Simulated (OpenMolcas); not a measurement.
# Ni4+: the spin-orbit constant, worked from levels

| Quantity | Value |
| --- | --- |
| Program | OpenMolcas |
| Basis | ANO-RCC-VQZP [7s6p4d3f2g1h] |
| Scalar Hamiltonian | DKH2, point nucleus |
| Active space | 12 electrons in 8 orbitals (RAS1 3p, at most 2 holes; RAS2 3d) |
| State averaging | 2S+1 = 5 even, 5 roots; 2S+1 = 3 even, 45 roots; 2S+1 = 1 even, 44 roots |
| Spin-orbit coupling | RASSI with atomic mean-field integrals over the reference wave functions, term energies averaged over their components |

Methods: RASSCF; MS-RASPT2, IPEA 0.25 Eh, imaginary shift 0.1 Eh (closed shells correlated: 3s). Measured levels: Corliss and Sugar, J. Phys. Chem. Ref. Data 10, 197 (1981).

**The spin-orbit constant.** For the Hund term 5D of d6, E(J) = (A/2) J(J+1) + constant and ζ = -2S·A = -4A. From J = 0 to J = 4 the energy changes by 10 A.

| Source | E(4) - E(0) | A | ζ |
| --- | --- | --- | --- |
| RASSCF | -1988.0 | -198.8 | 795 |
| MS-RASPT2 | -1989.8 | -199.0 | 796 |
| measured | -2057.6 | -205.8 | 823 |

All in cm-1. MS-RASPT2 is off by -3.3 % and RASSCF by -3.4 %. Both methods take the spin-orbit matrix elements from the reference wave functions, so the second can move ζ only through the term energies and any multistate remixing. Second-order mixing with other terms is absorbed into this ζ.

Active for correlation alone: 3p; no level in the range computed is led by a configuration that opens it, so any true level of that kind is missing. Without dynamic correlation excited terms often stand tens of per cent too high (terms of higher spin than the ground term too low), and those without a measured partner can miss by more than the paired ones (holds for RASSCF). Computed and measured levels are paired by configuration, term and J; levels that our copy of the source lacks, or whose pairing is in doubt (as where it misses far off the trend of its configuration), stay unpaired and out of the deviations. Only configurations of the active space appear.
